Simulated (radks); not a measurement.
Values are calculated unless marked as measured or tabulated.
Neutral lanthanum, configuration [Xe] 6s2 6p1 (not the ground configuration). Code: a radial shooting solver on a logarithmic mesh with Libxc functionals. Model: scalar-relativistic Kohn-Sham, exchange-only PBE, spin-polarised, spherical densities, finite nucleus; open shells are filled with parallel spins first (spin-orbit coupling, left out, can overturn this in heavy ions); Fermi nuclear charge, rms radius 4.855 fm.

Radial electron density D(r) = 4 pi r^2 rho(r):

r (bohr),D(r) (e/bohr),spin D(r)
0.003668,20.27,-0.0000825
0.005011,30.67,-0.000117
0.0069,44.24,-0.000148
0.009427,58.62,-0.000139
0.01298,70.59,-0.0000157
0.01774,74.85,0.000338
0.02442,70.46,0.00107
0.03363,65.58,0.00214
0.04595,73.46,0.00297
0.06328,92.43,0.00250
0.08645,96.20,0.000556
0.119,77.35,0.0000385
0.1626,73.67,0.00376
0.224,84.14,0.00522
0.306,58.68,0.000207
0.4214,30.12,0.00599
0.5757,34.28,0.0122
0.7928,25.92,-0.000919
1.083,11.64,0.0186
1.492,7.634,0.0393
2.038,4.154,-0.00170
2.806,1.445,0.0307
3.834,0.9069,0.184
5.279,0.5464,0.227
7.212,0.1802,0.111
9.932,0.03136,0.0259
13.57,0.002710,0.00258

D(r) has 4 maxima, at r = 0.0175, 0.0773, 0.219, 0.609 bohr, and minima at 0.0336, 0.144, 0.446 bohr, inside which lie 1.96, 11.17, 28.91 electrons.
